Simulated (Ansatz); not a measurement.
`CNBF` → `NBF` + `[CH2]` (triplet) at 500 K and 1 bar (formal loss of a carbene).

Gas-phase electronic energies from Ansatz, PBE0-D4/def2-TZVP geometries. CBS: def2 TZ/QZ extrapolation, frozen cores. Triplets are unrestricted, without spin–orbit coupling. One conformer a species, not always the lowest.

```
          species  CCSD(T)/CBS energy (Eh)  H − E (kJ/mol)  S (J/(mol·K))
           `CNBF`               -220.43807           220.6          337.0
            `NBF`               -181.19261           137.2          290.8
`[CH2]` (triplet)                -39.09310            62.7          213.9
```

H − E and S are ideal-gas, rigid-rotor, harmonic terms from PBE0-D4/def2-TZVP, for one conformer and one mirror image of each species, with the whole ground term of open shells counted as degenerate. 1 Eh = 2625.50 kJ/mol, R = 8.31446 J/(mol·K).

By hand: ΔE, ΔH, ΔS and ΔG.

ΔE = (-181.19261) + (-39.09310) − (-220.43807) = 0.15236 Eh = 400.0 kJ/mol. Δ(H − E) = 137.2 + 62.7 − 220.6 = -20.7, so ΔH = 379.3 kJ/mol. ΔS = 290.8 + 213.9 − 337.0 = 167.7 J/(mol·K). ΔG = 379.3 − 500 × (167.7)/1000 = 295.5 kJ/mol.

By hand: the equilibrium constant, and the temperature at which ΔG would vanish if ΔH and ΔS stayed fixed.

log₁₀ K = −ΔG/(RT ln 10) = -30.9. ΔG = 0 at ΔH/ΔS = 2262 K.

The number of gas molecules changes by +1, which sets the sign of ΔS. A doubt of 5 kJ/mol in ΔE shifts log₁₀ K by 0.5 here. Other conformers and mirror images would add mixing entropy, several J/(mol·K) or more a flexible species. A triplet takes part, so the spin changes. These are equilibria of isolated gas molecules and say nothing of rates. Largest T1 diagnostic: 0.012 (customary marks: 0.02 for closed shells, 0.045 for open ones).
